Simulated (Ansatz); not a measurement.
Consider the redistribution: `[OH][Zr]([OH])([Cl])[Cl]` + `CC(C)[O][Zr]([OH])([OH])[O]C(C)C` → 2 `CC(C)[O][Zr]([OH])([OH])[Cl]`.

Isolated molecules relaxed with PBE0-D4/def2-TZVP in Ansatz; ΔE leaves out vibrations. CCSD(T)/CBS adds triple-zeta CCSD(T) − MP2 to the extrapolated MP2 energy (def2 sets, frozen cores). DFT in def2-TZVPP. HSE06 is defined as in plane-wave codes. def2 core potentials past Kr. For Zr outer-core shells are correlated without core-valence functions, which leaves a few kJ/mol of doubt a bond. One conformer a species, not always the lowest.

`[OH][Zr]([OH])([Cl])[Cl]`:

Cartesian coordinates in Å:
```
O 0.202 0.488 -1.608
Zr 0.347 0.040 0.227
O -1.303 -0.616 0.888
Cl 1.992 -1.630 0.480
Cl 0.945 1.970 1.442
H -0.001 0.672 -2.520
H -2.181 -0.925 1.091
```

`CC(C)[O][Zr]([OH])([OH])[O]C(C)C`:

Cartesian coordinates in Å:
```
C -2.108 -2.149 2.197
C -1.694 -0.724 1.882
C -2.580 -0.091 0.825
O -0.363 -0.697 1.464
Zr 1.379 -0.796 0.655
O 1.833 -2.651 0.342
O 2.686 0.040 1.811
O 1.315 0.149 -1.018
C 1.209 1.006 -2.116
C -0.157 1.666 -2.126
C 2.335 2.022 -2.087
H -3.134 -2.183 2.573
H -1.448 -2.580 2.953
H -2.048 -2.766 1.297
H -1.767 -0.126 2.803
H -2.533 -0.671 -0.101
H -2.252 0.927 0.610
H -3.620 -0.056 1.159
H 2.097 -3.497 -0.003
H 3.189 0.444 2.510
H 1.310 0.397 -3.026
H -0.276 2.301 -3.008
H -0.947 0.912 -2.133
H -0.282 2.286 -1.234
H 3.304 1.519 -2.071
H 2.297 2.672 -2.965
H 2.257 2.645 -1.192
```

`CC(C)[O][Zr]([OH])([OH])[Cl]`:

```xyz
17

C    -1.255   -1.254   -0.956
C     0.154   -1.135   -0.412
C     0.393   -2.036    0.783
O     0.411    0.197   -0.049
Zr    0.518    2.013    0.496
O    -1.181    2.858    0.233
O     1.883    2.910   -0.508
Cl    1.075    2.041    2.816
H    -1.455   -2.277   -1.285
H    -1.398   -0.584   -1.807
H    -1.982   -0.991   -0.183
H     0.866   -1.400   -1.205
H     1.409   -1.911    1.161
H    -0.305   -1.790    1.588
H     0.250   -3.084    0.509
H    -1.958    3.328   -0.053
H     2.576    3.116   -1.128
```

| level | ΔE (eV) |
| --- | --- |
| HSE06-D4 | -0.17 |
| SCS-MP2/def2-TZVPP | -0.20 |

Question: What does CCSD(T)/CBS give? (Best estimate.)

Answer: The calculation gave: -0.17 eV. The listed levels differ from it by 0.00, -0.03 eV.

Largest T1 diagnostic among the species: 0.016.

Leaving LDA and LC-ωPBE aside and taking each functional with its dispersion term where it has one, the values, not all of them listed here, spread over 0.03 eV, from B2PLYP to PBE-D4.
